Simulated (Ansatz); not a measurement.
# How methods differ on SnH3 (SMILES [SnH3])

The species is SnH3 (4 atoms), meant as a doublet with charge 0. As SMILES, `[SnH3]`. Geometry: relaxed at PBE0-D4/def2-TZVP.

```xyz
4

Sn    0.2802   -0.2116   -0.2717
H     1.0552    0.0110    1.2417
H    -1.1250   -1.1722   -0.0640
H    -0.1549    1.3125   -0.9263
```

Each level gives the energy change with the Sn1–H2 bond stretched from 1.715 to 2.144 Å (eV). The values are calculated.

```csv
level,kind,program,value (eV),less FCI/STO-3G,CPU time (all runs)
UHF/STO-3G,Hartree–Fock,Ansatz,1.58,+0.40,1.1 s
UPBE/STO-3G,GGA,Ansatz,1.19,+0.01,4.7 s
U-r2SCAN/STO-3G,meta-GGA,Ansatz,1.29,+0.11,14 s
UPBE0/STO-3G,global hybrid,Ansatz,1.31,+0.13,5 s
UMP2/STO-3G,perturbation theory,Ansatz,1.39,+0.21,1.2 s
UCCSD(T)/STO-3G,coupled cluster or CI,Ansatz,1.18,0.00,1.4 s
UCCSDTQ/STO-3G,coupled cluster or CI,Ansatz,1.18,0.00,2.1 min
FCI/STO-3G,exact in the basis,Ansatz,1.18,0.00,2.2 s
```

FCI/STO-3G is exact within its basis and frozen core, so for wave-function methods in that basis the difference is their error; functionals converge differently with the basis, so for them it is only a difference. All-electron rows without a relativistic Hamiltonian named are non-relativistic. The first shape isn't each level's own minimum. The values span 1.18 to 1.58 eV. All rows use very small basis sets, so even the best lies far from the true value. In the correlated wave-function rows the outer d shell of Sn is correlated, in sets not made for it. Times are those of the runs behind each value, whatever else they computed, on shared processors of several kinds: orders of magnitude only.
